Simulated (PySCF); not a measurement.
cyclopropene (C₃H₄), singlet, geometry from GFN2-xTB. Base run: TPSS/6-31G* (PySCF).

Geometry (Å):
```xyz
7

C     -0.0240    -0.0099     0.8529
C      0.0142    -0.6425    -0.5068
C      0.0139     0.6541    -0.4917
H      0.8657    -0.0169     1.4741
H     -0.9472    -0.0167     1.4231
H      0.0287    -1.5660    -1.0301
H      0.0282     1.5894    -0.9936
```
All else is at PySCF's defaults.
Base energy -116.64146 Eh.

The base run was repeated with changes; each row names its change, and settings that it needs were set with it.

| change | ΔE vs base (mEh) | SCF cycles | outcome |
|---|---|---|---|
| base | 0.000 | 8 | converged |
| init_guess = sap | 0.000 | 11 | converged |
| solver = newton | 0.000 | - | converged |
| solver = newton; init_guess = 1e | 0.000 | - | converged |
| diis = off; damp = 0.6 (with mf.diis_start_cycle = 200; with mf.max_cycle = 150) | 0.000 | 17 | converged |
| DIIS = EDIIS | - | 50 | not converged |
| diis_space = 20 | 0.000 | 8 | converged |
| init_guess = mod_huckel | 0.000 | 9 | converged |
| init_guess = 1e | 0.000 | 11 | converged |
| level_shift = 0.3 (with mf.max_cycle = 100) | 0.000 | 9 | converged |
| conv_tol = 1e-7 | 0.000 | 7 | converged |
| diis_space = 2 | 0.000 | 21 | converged |
| level_shift = 0.5 (with mf.max_cycle = 100) | 0.000 | 13 | converged |
